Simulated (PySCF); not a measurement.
Cl2Pb, neutral, multiplicity 1. Atoms are numbered in the order given.

```xyz
3

Pb     0.0000     0.0000     0.4696
Cl     0.0000    -1.8965    -1.1325
Cl     0.0000     1.8965    -1.1325
```
Charge 0, spin multiplicity 1.

The structure is a stationary point at B3LYP-D3(BJ)/def2-TZVP. The isomer is the one that the SMILES or the coordinates give; other isomers of the formula were not compared. The def2 effective core potentials stand for the cores of Pb; spin–orbit coupling is left out.

Method: PBE/def2-TZVPD in PySCF.

Symmetry labels are those of the subgroup C2v that the program uses (full group C2v).

Q: List the valence orbital energies around the gap with their symmetry. (An estimate is asked for; the answer gives what the named calculation found.)

A: 
| orbital | symmetry | energy (eV) |
|---|---|---|
| HOMO−7 | B2 | -19.11 |
| HOMO−6 | A1 | -13.25 |
| HOMO−5 | B2 | -8.61 |
| HOMO−4 | A1 | -7.95 |
| HOMO−3 | B1 | -7.79 |
| HOMO−2 | A2 | -7.41 |
| HOMO−1 | B2 | -7.17 |
| HOMO | A1 | -7.12 |
| LUMO | B1 | -3.89 |
| LUMO+1 | A1 | -2.01 |
| LUMO+2 | B2 | -1.76 |
| LUMO+3 | A1 | -0.31 |
